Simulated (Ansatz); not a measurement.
One change: `C=C[SiH2]C=N` becomes `BN[SiH2]C=C`.

Ansatz, PBE0-D4/def2-TZVP geometries, multiplicity 1. Each molecule was computed in one conformer, which needn't be the lowest.

```tsv
property	`C=C[SiH2]C=N`
LUMO energy (PBE0/def2-TZVPP) / eV	-0.83
HOMO energy (PBE/def2-TZVPP) / eV	-5.87
LUMO energy (ωB97M-V/def2-TZVPP) / eV	1.40
LUMO energy (B3LYP/def2-TZVPP) / eV	-1.07
size of the dipole moment (PBE/def2-TZVPP) / D	0.93
HOMO–LUMO gap (B3LYP/def2-TZVPP) / eV	6.02
```

(1) Give the same properties after the change, and the shifts. (Best estimate.)

Answers

(1) Ansatz gave: 
```csv
property,`BN[SiH2]C=C`,shift
LUMO energy (PBE0/def2-TZVPP) / eV,-0.74,0.09
HOMO energy (PBE/def2-TZVPP) / eV,-7.01,-1.14
LUMO energy (ωB97M-V/def2-TZVPP) / eV,1.32,-0.08
LUMO energy (B3LYP/def2-TZVPP) / eV,-0.95,0.12
size of the dipole moment (PBE/def2-TZVPP) / D,2.14,1.21
HOMO–LUMO gap (B3LYP/def2-TZVPP) / eV,6.98,0.96
```

With PBE0 the HOMO falls by 0.87 eV and the LUMO rises by 0.09 eV, so the gap widens by about 0.96 eV. PBE moves the HOMO by -1.14 eV and ωB97M-V by -0.80 eV. Dipoles are sizes alone; their direction can turn.

B3LYP here is the variant with VWN-RPA as its local correlation; programs differ in this.
